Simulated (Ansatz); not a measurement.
Calculated with Ansatz (gas phase, PBE0-D4/def2-TZVP geometries, no zero-point term in ΔE). CBS: MP2 limit from def2 TZ/QZ plus the TZ coupled-cluster correction, frozen cores. This one scheme is used for every species. Functionals use def2-TZVPP. For Ge outer-core shells are correlated without core-valence functions, which leaves a few kJ/mol of doubt a bond. Scalar relativity is left out up to krypton. One conformer a species, not always the lowest.

Consider the substitution at a C–Ge bond: `[CH3][Ge]([CH3])([OH])[F]` + `C#CCO` → `C#CCOC` + `[CH3][GeH]([OH])[F]`.

CCSD(T)/CBS gives +91.3 kJ/mol.

(1) Another level gave +87.6 kJ/mol. Which?
A. BHLYP/def2-TZVPP
B. HF/def2-TZVPP
C. r2SCAN-D4/def2-TZVPP
D. MP2/def2-TZVPP

(2) What do rigid-rotor, harmonic-oscillator terms from PBE0-D4/def2-TZVP frequencies (298.15 K, 1 bar) make of the CCSD(T)/CBS value? (Estimate.)

Largest T1 diagnostic among the species: 0.012.

Results:

(1) C. r2SCAN-D4 87.6, BHLYP 80.5, HF/def2-TZVPP 75.5, MP2/def2-TZVPP 95.0 kJ/mol.

(2) Ansatz gave: ΔZPE = -1.7 kJ/mol, ΔH = +87.5 kJ/mol, ΔS = -10 J/(mol·K), ΔG = +90.5 kJ/mol.

In def2-TZVPP, CCSD(T) changes the Hartree–Fock value by +14.2 kJ/mol (the triples alone add +0.9 kJ/mol) and MP2 by +19.5 kJ/mol. Leaving LDA and LC-ωPBE aside and taking each functional with its dispersion term where it has one, the values, not all of them listed here, spread over 10.4 kJ/mol, from B97M-V to PBE-QIDH. LDA lies −3.0 kJ/mol from PBE without D4.
